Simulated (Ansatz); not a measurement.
Saddle point of Si2H6Cl2, singlet (Si₂H₄Cl₂ ([SiH3][SiH]([Cl])[Cl]) + H₂ → SiH₂Cl₂ ([Cl][SiH2][Cl]) + SiH₄; bonds formed: Si1–H7, Si2–H6; bonds broken: Si1–Si2, H6–H7), PBE0-D4/def2-TZVP structure:

```xyz
10
angstrom
Si -0.5669 0.8872 -0.6784
Si 0.7489 -0.9833 0.4729
Cl -0.1596 0.2566 -2.6037
Cl -2.6083 0.8854 -0.4598
H -0.0819 2.2856 -0.6132
H 0.1735 -0.1307 1.8039
H -0.2333 0.4155 1.0580
H 1.7540 0.1191 0.4557
H -0.6173 -1.5730 0.5083
H 1.5909 -2.1623 0.0562
```

Energies are electronic, without zero-point energy. Barriers and step energies count from the start structure reached by relaxing down the imaginary mode; all methods use the PBE0-D4 structures, on which another method's saddle can fall below an end. Program: Ansatz 0.2.0. Basis: def2-TZVPP, with def2-QZVPP for the basis limit. Cores are frozen in the correlated methods. B3LYP uses VWN-RPA correlation. Extrapolation: Hartree–Fock as exp(−7.88 √X), correlation as X^−2.97.

| method | barrier (eV) | step energy (eV) |
| --- | --- | --- |
| SPW92 | 2.102 | -0.135 |
| PBE-D4 | 2.493 | -0.080 |
| BLYP-D4 | ? | -0.174 |
| r2SCAN-D4 | 2.666 | -0.178 |
| B97M-V | 2.677 | -0.225 |
| PBE0-D4 | 2.710 | -0.151 |
| B3LYP-D4 | ? | -0.231 |
| r2SCAN0-D4 | 2.814 | -0.221 |
| BHLYP-D4 | 3.217 | -0.310 |
| CAM-B3LYP-D4 | 3.035 | -0.308 |
| wB97X-V | 3.032 | -0.255 |
| wB97M-V | 2.889 | -0.287 |
| B2PLYP | 3.029 | -0.287 |
| PBE-QIDH | ? | -0.233 |
| RPA on PBE | 3.042 | -0.313 |
| HF | 3.937 | -0.504 |
| MP2 | 3.009 | -0.270 |
| CCSD | 3.174 | -0.324 |
| CCSD(T) | 3.045 | -0.278 |

Problem. Fill in the withheld barriers. (Judge from chemistry; the value comes from the calculation.)

Solution. The calculation gives: PBE-QIDH 2.926; B3LYP-D4 2.936; BLYP-D4 2.787 eV. Each is the energy of the saddle less that of the start structure, by the same method.

For comparison, the barrier by CCSD(T) at an estimated basis limit (MP2 extrapolated from triple and quadruple zeta, plus CCSD(T) − MP2 in triple zeta) is 3.005 eV.

The T1 diagnostic stays at or below 0.012.

Labels in which every atom is bracketed show which atoms are joined, not bond orders.

For scale, one of the runs: CCSD(T)/def2-TZVPP, 252 basis functions, launched by `ansatz run in.yaml --threads 4 --pin off --events-out ev --progress --plain --max-ram 9574MiB`. The run took 2.8 min on 4 CPU threads of an Arm Neoverse N1 (shared host), with 4.7 GiB of host memory at its peak.
